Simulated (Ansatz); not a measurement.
Cost and result for the atomization energy of `[NH2][GeH2][NH][GeH2][NH2]` (14 atoms, 13 bonds).

Z-matrix (Å, degrees):
```
Ge
N 1 1.846
N 1 1.834 2 114.1
H 1 1.539 2 106.2 3 -119.9
H 1 1.537 2 109.8 3 118.8
Ge 2 1.821 1 122.6 3 -36.4
H 2 1.008 1 116.5 3 122.1
H 3 1.011 1 114.5 2 -59.5
H 3 1.012 1 111.7 2 64.6
N 6 1.840 2 102.6 1 -36.8
H 6 1.546 2 115.5 1 76.6
H 6 1.547 2 108.2 1 -160.3
H 10 1.010 6 114.7 2 161.6
H 10 1.011 6 114.6 2 -71.6
```

Charge 0, multiplicity 1. Correlated methods include outer-core shells of Ge, which these sets cover unevenly. Scalar relativity is left out up to krypton. Geometry: relaxed with PBE0-D4/def2-TZVP. It is one conformer, not always the lowest. Program: Ansatz. All runs use 2 threads of an AMD EPYC 7R13 on a shared host and a share of an NVIDIA H100 80 GB. Times are those of one run each, without the atoms' runs, and a repeat can differ threefold. Electronic energies, without spin–orbit coupling; frozen cores. CCSD(T)/CBS adds CCSD(T) − MP2 in def2-TZVPP to the MP2 limit, and its time is that of the two runs behind it. T1 = 0.011. With those shells the extrapolation isn't a true limit. B3LYP takes the VWN-RPA correlation (the form of Gaussian; ORCA's B3LYP/G).

CCSD(T)/CBS is a level of theory with its own doubt, some kJ/mol a heavy atom from the limit and from the frozen cores, so smaller differences don't rank the functionals.

```tsv
level	functions	wall time	atomization (kcal/mol)	difference from CCSD(T)/CBS	per bond
ωB97X-V/def2-TZVPP	315	3.5 s	1048.5	4.3	0.3
PBE0-D4/def2-TZVPP	315	7 s	1028.5	-15.7	-1.2
r2SCAN-D4/def2-TZVPP (with forces)	315	8.5 s	1031.1	-13.1	-1.0
B3LYP-D4/def2-TZVPP (with forces)	315	9 s	1039.1	-5.1	-0.4
PBE-D4/def2-TZVPP (with forces)	315	9.5 s	1047.7	3.5	0.3
ωB97M-V/def2-TZVPP (with forces)	315	9.5 s	1038.4	-5.8	-0.4
B2PLYP/def2-TZVPP	315	9.5 s	1025.7	-18.5	-1.4
MP2/def2-QZVPP	619	14 s	1035.1	-9.1	-0.7
CCSD(T)/def2-TZVPP	315	15 s	1014.7	-29.5	-2.3
CCSD(T)/CBS(def2)	–	29 s	1044.2	0.0	0.0
```

From PBE to PBE0 (25 % exact exchange), in def2-TZVPP and without D4, the atomization energy moves by −18.1 kcal/mol: exact exchange takes away binding that semilocal exchange gives to molecules. The D4 term adds +12.8 kcal/mol with B3LYP and +6.8 kcal/mol with PBE0; it sums over pairs of atoms, weighted by their polarisabilities, and B3LYP, whose exchange is more repulsive, gets the larger term. In def2-TZVPP, CCSD(T) changes the Hartree–Fock value by +323.4 kcal/mol (the triples alone add +16.5 kcal/mol) and MP2 by +326.4 kcal/mol; breaking electron pairs costs correlation energy, which Hartree–Fock lacks.
